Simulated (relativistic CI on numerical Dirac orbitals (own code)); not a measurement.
Radial parameters of Bi XXVII

Computed by Dirac-Coulomb-Breit CI, KLI orbitals optimised for each configuration, a model potential for QED, unscaled Slater integrals (own radial code, finite nucleus).

Slater integrals F^k, G^k are unscaled and averaged over j, outside the closed core [Ar] 3d10; ζ comes from projecting the Hamiltonian with its Breit term on Σ l·s of the shell.

- 4s2 4p6 4d10 4f11: F^2(4f,4f) = 258270, F^4(4f,4f) = 167230, F^6(4f,4f) = 121920, ζ(4f) = 13726 cm⁻¹; <r>(4f) = 0.3998, <r^2>(4f) = 0.1851 (bohr units).
- 4s2 4p6 4d10 4f10 5s: F^2(4f,4f) = 260930, F^4(4f,4f) = 169070, F^6(4f,4f) = 123300, ζ(4f) = 14036, G^3(4f,5s) = 38701 cm⁻¹; <r>(4f) = 0.3964, <r^2>(4f) = 0.1819, <r>(5s) = 0.7132, <r^2>(5s) = 0.5664 (bohr units).
- 4s2 4p6 4d10 4f9 5s2: F^2(4f,4f) = 263760, F^4(4f,4f) = 171030, F^6(4f,4f) = 124770, ζ(4f) = 14350 cm⁻¹; <r>(4f) = 0.3929, <r^2>(4f) = 0.1785 (bohr units).

Averages of the first 10 configurations, taken without configuration mixing, which lowers the lowest level and can move excited configurations by several eV; other configurations of the list can lie among them:

| Configuration | Parity | States | Average energy above the lowest level (eV) |
| --- | --- | --- | --- |
| 4s2 4p6 4d10 4f11 | odd | 364 | 15.2 |
| 4s2 4p6 4d10 4f10 5s | even | 2002 | 114.2 |
| 4s2 4p6 4d10 4f9 5s2 | odd | 2002 | 223.7 |
| 4s2 4p6 4d9 4f12 | even | 910 | 308.1 |
| 4s2 4p6 4d10 4f10 5p | odd | 6006 | 194.5 |
| 4s2 4p6 4d8 4f13 | odd | 630 | 603.4 |
| 4s2 4p6 4d10 4f10 5d | even | 10010 | 297.0 |
| 4s2 4p5 4d10 4f12 | odd | 546 | 585.1 |
| 4s2 4p6 4d10 4f10 6s | even | 2002 | 427.2 |
| 4s2 4p4 4d10 4f13 | odd | 210 | 1155.5 |
